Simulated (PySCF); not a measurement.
Li(OH2)4, SMILES [OH2]->[Li+](<-[OH2])(<-[OH2])<-[OH2] (charge +1), B3LYP/def2-SVP optimised geometry.

```
13

Li    -0.53    -1.00     0.00
O     -1.10    -1.91     1.61
H     -0.95    -1.71     2.54
H     -1.63    -2.72     1.60
O     -1.19    -2.02    -1.50
H     -2.00    -1.84    -2.00
H     -0.69    -2.66    -2.02
O     -1.38     0.73     0.00
H     -2.02     1.02     0.67
H     -1.21     1.51    -0.55
O      1.40    -1.00     0.00
H      2.02    -0.45    -0.49
H      1.94    -1.51     0.61
```

Density from B3LYP/def2-TZVP in PySCF at that geometry.

Minimum of the electron density along straight lines between bonded atoms, close to the bond critical point (lines longer than 1.1 times the sum of covalent radii, or with two minima, are not listed):

```tsv
bond	length / Å	ρ at the minimum / e bohr⁻³	∇²ρ there / e bohr⁻⁵	position (fraction from the first atom)
Li1–O2	1.932	0.027	0.21	0.38
O2–H3	0.967	0.353	-2.41	0.81
O2–H4	0.968	0.352	-2.41	0.81
Li1–O5	1.926	0.028	0.21	0.38
O5–H6	0.968	0.353	-2.41	0.81
O5–H7	0.968	0.353	-2.41	0.81
Li1–O8	1.928	0.028	0.21	0.38
O8–H9	0.968	0.352	-2.41	0.81
O8–H10	0.968	0.353	-2.41	0.81
Li1–O11	1.929	0.028	0.21	0.38
O11–H12	0.968	0.353	-2.41	0.81
O11–H13	0.968	0.352	-2.41	0.81
```
